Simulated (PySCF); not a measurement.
Input of a run (PBE0-D3(BJ)/def2-SVP geometry optimisation, gas phase (PySCF 2.14.0)), started from GFN2-xTB:
```
{"job": {"xc": "PBE0", "basis": "def2-SVP", "d3": "d3bj", "grid": 1, "maxiter": 40, "shake": 0.03, "kind": "geom"}, "charge": 1, "multiplicity": 1}
Cu     0.073730    -0.058110     0.010150
As    -0.023100    -0.030840     2.551260
H     -1.307300    -0.211960     3.326780
H      0.524500     1.136900     3.385970
H      0.731300    -1.003450     3.372350
As     2.408240     0.017980    -0.866750
H      3.392180    -1.126580    -0.630850
H      3.492440     1.028450    -0.507040
H      2.775910     0.098980    -2.239860
As    -1.213940     2.101260    -0.800460
H     -2.537440     2.560310    -0.264720
H     -1.648430     2.278930    -2.212620
H     -0.729670     3.513760    -0.821960
As    -1.245380    -2.064660    -0.849030
H     -0.891500    -3.468580    -0.371740
H     -1.179910    -2.489670    -2.260220
H     -2.650160    -2.283320    -0.761020
```

Output (energies in Eh, forces in Eh/bohr):
```
step   0  E = -10588.35335775  max force = 0.042199
step   1  E = -10588.37247489  max force = 0.004615
step   2  E = -10588.37693860  max force = 0.004946
step   3  E = -10588.37757256  max force = 0.003541
step   4  E = -10588.37773065  max force = 0.002589
step   5  E = -10588.37787702  max force = 0.001903
step   6  E = -10588.37791169  max force = 0.001016
step   7  E = -10588.37792846  max force = 0.000574
step   8  E = -10588.37793841  max force = 0.001239
step   9  E = -10588.37794868  max force = 0.001554
step  10  E = -10588.37795835  max force = 0.001010
step  11  E = -10588.37797060  max force = 0.000551
step  12  E = -10588.37798529  max force = 0.000927
step  13  E = -10588.37800630  max force = 0.001557
step  14  E = -10588.37803197  max force = 0.001400
step  15  E = -10588.37805620  max force = 0.000559
step  16  E = -10588.37806917  max force = 0.000422
optimisation converged
```

Summarise the run.

The energy falls by 64.9 kJ/mol over 17 energy and gradient evaluations, the largest force component goes from 0.0422 to 4.2e-04 Eh/bohr, and the atoms move by 0.249 Å rms after alignment. The bond that changes most is Cu1–As10 (ends: copper bonded to 4 As; arsenic bonded to Cu and 3 H), which shortens by 0.233 Å. Bonds longer at the end by more than 0.005 Å: 7 of 16; shorter: 8. Among the angles that change most is H12–As10–H13, from 88.2° to 97.2°. Among the dihedrals that turn most is As10–Cu1–As14–H16, from 77° to 60°. The energy never rose by more than 1e-6 Eh on the way. The first step brought 77 % of the lowering.

What are the final bond lengths?

Cu1–As2 2.404 Å, Cu1–As6 2.409 Å, Cu1–As10 2.408 Å, Cu1–As14 2.408 Å, As2–H3 1.510 Å, As2–H4 1.510 Å, As2–H5 1.510 Å, As6–H7 1.510 Å, As6–H8 1.510 Å, As6–H9 1.511 Å, As10–H11 1.510 Å, As10–H12 1.510 Å, As10–H13 1.510 Å, As14–H15 1.510 Å, As14–H16 1.510 Å, As14–H17 1.511 Å. Numbering counts from 1 in the input's order; the species is [Cu(AsH3)4]+, `[AsH3]->[Cu+](<-[AsH3])(<-[AsH3])<-[AsH3]`.

The run used 219 basis functions and 110 SCF cycles in all.

Whether it is a minimum is left open (no frequencies).
